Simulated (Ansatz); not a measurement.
Basis-set series for CH7BO4. Charge 0, multiplicity 1. The bonds changed during the relaxation, so this is another structure than the one it started from. The geometry is a stationary point of PBE0-D4/def2-TZVP. It is one conformer, not always the lowest.

Z-matrix (Å, degrees):
```
C
O 1 1.422
H 1 1.089 2 106.8
H 1 1.094 2 111.4 3 -118.6
H 1 1.094 2 111.4 3 118.7
H 2 0.960 1 109.5 3 179.6
H 2 2.008 1 112.8 3 -34.9
O 7 0.965 2 151.2 1 80.2
B 8 1.375 7 112.0 2 19.6
O 9 1.365 8 118.9 7 -179.8
O 9 1.366 8 123.7 7 -0.3
H 10 0.959 9 111.0 8 -0.4
H 11 0.964 9 111.6 8 1.0
```

```csv
functional,basis,functions,energy (Eh),HOMO (eV),LUMO (eV)
PBE0-D4,def2-SVP,119,-367.54771,-8.24,0.76
PBE0-D4,def2-TZVPP,284,-367.98915,-8.66,0.12
ωB97M-V,def2-SVP,119,-367.81121,-10.70,2.42
ωB97M-V,def2-TZVPP,284,-368.26467,-11.15,1.56
```

(1) Give the rows for def2-QZVPP. (Best estimate.)

## Answers

(1) Computed: 
```csv
functional,basis,functions,energy (Eh),HOMO (eV),LUMO (eV)
PBE0-D4,def2-QZVPP,552,-368.01049,-8.73,-0.21
ωB97M-V,def2-QZVPP,552,-368.28532,-11.22,0.98
```

Positive LUMOs are unbound and depend on the basis.
